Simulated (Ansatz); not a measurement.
Relaxation of CH$_{8}$FGaO (12 atoms, charge 0, multiplicity 1), to a largest force component of 0.03 eV/Å in at most 50 steps.

These are results of RKS PBE0-D4/def2-SVP (Ansatz 0.2.0), not measurements.

```xyz
12
Properties=species:S:1:pos:R:3
Ga -0.865 -0.120 -0.300
C 0.205 -1.785 -0.346
H -0.906 0.844 -1.583
H -1.995 0.094 0.782
H -0.245 2.365 -0.544
F -0.385 2.894 0.195
H 1.223 -0.075 0.969
O 0.889 0.757 0.601
H -0.332 -2.627 -0.813
H 0.468 -2.128 0.671
H 1.132 -1.647 -0.925
H 0.811 1.428 1.294
```

**Question.** Where does it end, and by what steps?

**Answer.** The run converged. The force dipped under the threshold on the way, but the program's further checks kept it going. After 33 steps the energy has fallen by 0.469 eV; H7 moved furthest, 1.82 Å.

```csv
step,energy less start (eV),largest force component (eV/Å),accepted
0,0.0000,0.685,yes
2,-0.1982,0.721,yes
4,-0.3316,0.623,yes
6,-0.3961,0.776,yes
8,-0.4511,0.116,yes
10,-0.4558,0.043,yes
12,-0.4567,0.105,yes
14,-0.4567,0.096,no
16,-0.4577,0.031,yes
18,-0.4587,0.083,yes
20,-0.4595,0.155,yes
22,-0.4619,0.136,yes
24,-0.4637,0.255,yes
26,-0.4653,0.169,yes
28,-0.4678,0.052,yes
30,-0.4690,0.077,yes
32,-0.4692,0.041,yes
33,-0.4693,0.012,yes
```

```xyz
12
Properties=species:S:1:pos:R:3
Ga -0.810 -0.308 0.251
C 0.180 -1.729 -0.674
H -1.248 0.945 -0.701
H -1.782 -0.497 1.476
H -0.199 1.852 -0.880
F 0.612 2.366 -0.780
H 0.449 1.153 2.060
O 0.735 0.757 1.228
H -0.476 -2.248 -1.390
H 0.566 -2.477 0.034
H 1.029 -1.315 -1.240
H 0.945 1.501 0.617
```

Whether the end is a true minimum wasn't checked by a vibrational analysis.

The run took 89 s on 2 threads of Intel(R) Xeon(R) Platinum 8488C (Sapphire Rapids) (shared host), peak memory 0.29 GiB.
